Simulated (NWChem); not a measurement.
System: diphosphane (P2H4); SMILES PP

```xyz
6

P      0.0000    -1.1324    -0.0524
P      0.0000     1.1324     0.0524
H      1.0283    -1.2831     0.9242
H     -1.0284    -1.2830     0.9241
H      1.0283     1.2831    -0.9242
H     -1.0284     1.2830    -0.9241
```
Atoms are numbered in this order, from 1.

Results from NWChem. Geometry optimised at B3LYP/6-31G*; all other runs use it. Pople sets run with spherical d functions.

```tsv
quantity	level	value
vertical, lowest excitation, singlet (eV)	PBE0/def2-SVPD, TDA	5.65
anisotropy (bohr³), static	PBE0/def2-SVPD	24.5
solvation free energy (kcal/mol) in water	B3LYP/6-31G*, SMD	-0.2
−ε(HOMO) (eV)	PBE/def2-SVP	5.74
dipole (D)	B3LYP/6-31G*	0.00
highest harmonic frequency (cm⁻¹)	B3LYP/6-31G*	2408
```
